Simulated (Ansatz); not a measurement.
**Strength of the Te–C bond: C3H8Te → C2H5Te + CH3**

Species: C3H8Te `CC[Te]C`, singlet; C2H5Te `CC[Te]`, doublet; CH3 (methyl radical) `[CH3]`, doublet. 

Shapes, held fixed at every level: PBE0-D4/def2-TZVP. Flexible molecules stand in one conformer, not always the lowest. Programs: Ansatz 0.2.0. The zero-point and thermal change to 298 K, harmonic and unscaled (PBE0-D4/def2-TZVP), is -16.3 kJ/mol.

Question: Estimate ΔH(298 K) of this reaction.

Answer: The highest level, CCSD(T)/def2-TZVPP, gives ΔH(298 K) = +238.0 kJ/mol; the levels span +110.9 to +239.2. The column of differences is taken from that level and isn't an error. Hartree–Fock misses the correlation of the pair that is broken and comes out low. No measured value is set beside it here. Open shells run unrestricted unless RO is named. For atoms past krypton def2 sets carry core potentials with scalar relativity. Correlated rows may include outer-core shells of Te, which these sets cover unevenly. Times are processor times on shared x86 and Arm servers, and rough.

```tsv
level	kind	ΔH(298 K) (kJ/mol)	less CCSD(T)/def2-TZVPP	CPU time (sum over the molecules)
HF/def2-TZVPP	Hartree–Fock	+110.9	-127.1	–
r2SCAN-D4/def2-TZVPP	meta-GGA	+222.4	-15.6	2.4 min
PBE0-D4/def2-TZVPP	global hybrid	+239.2	+1.2	54 s
r2SCAN0-D4/def2-TZVPP	global hybrid	+215.7	-22.3	1.9 min
B2PLYP/def2-TZVPP	double hybrid	+229.0	-9.0	93 s
CCSD(T)/def2-SVP	coupled cluster or CI	+212.7	-25.3	77 s
CCSD/def2-TZVPP	coupled cluster or CI	+224.2	-13.8	–
CCSD(T)/def2-TZVPP	coupled cluster or CI	+238.0	0.0	29 min
```
